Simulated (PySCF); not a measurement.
Geometry:
| atom | x (Å) | y (Å) | z (Å) |
| --- | --- | --- | --- |
| O1 | 2.425 | -1.367 | 0.855 |
| C2 | 1.601 | -0.566 | 0.555 |
| C3 | 1.137 | 0.781 | 0.416 |
| Cl4 | 1.290 | 2.451 | 0.549 |
| C5 | 0.297 | -0.219 | 0.041 |
| C6 | -1.025 | -0.553 | -0.520 |
| O7 | -1.881 | 0.548 | -0.659 |
| H8 | -0.867 | -1.065 | -1.486 |
| H9 | -1.536 | -1.256 | 0.147 |
| H10 | -1.433 | 1.250 | -1.146 |

- coordinates at the GFN2-xTB level
- shielding tensors at PBE0/pcSseg-1 (GIAO)
- run in PySCF 2.14
- no solvent, one conformer, averaged over atoms made equivalent by symmetry, fast rotation or ring inversion, relativity neglected

References, each an isolated molecule treated in the same way: TMS for 13C (σref 186.93) and 1H (σref 31.72); 17O (σref 336.08) against H2O; HCl for 35Cl (σref 949.78).

```
atoms  nucleus  count  δ (ppm)
   C3      13C      1    154.1
  H10       1H      1     0.91
   C2      13C      1    147.3
   O7      17O      1     21.9
   O1      17O      1    308.5
   C5      13C      1        ?
   C6      13C      1     64.8
H8/H9       1H      2        ?
  Cl4     35Cl      1        ?
```

Question: Fill in the missing shifts.

Answer: 
- C5: 174.3 ppm, unsaturated ring carbon
- H8/H9: 5.18 ppm, hydrogen on an sp3 CH2 bonded to O, on an unsaturated ring; its carbon carries O, hence the downfield position
- Cl4: 254 ppm, chlorine bonded to C

OH and NH positions are those of a molecule without intermolecular hydrogen bonds; in solution they move with solvent, concentration and temperature, and exchange usually removes their couplings. Carbons that carry Cl, above all several Cl atoms, come out too deshielded, partly because spin–orbit coupling is missing. Shifts are as computed. Against solution values, carbons near 30 ppm lie about +3 ppm off and those near 130 ppm about +5 ppm; carbons on Cl a further +6 ppm (rms about the fit 2.1 ppm; single classes can miss by 10 ppm). Of 1328 compounds with measured shifts, 309 miss one by over three times the rms of a fit or turn the order of signals round; such compounds aren't used in these exercises. Signals without a measured value on file couldn't be tested in this way; 1H shifts scatter by 0.2 ppm about their fit, and single ones miss by 0.5 ppm. Unscaled 17O shifts of doubly bonded oxygen tend to come out too high, by tens of ppm or more. Experimental scales use liquid or dissolved standards, which lie at an offset from isolated H2O (liquid H2O: subtract about 36 ppm).
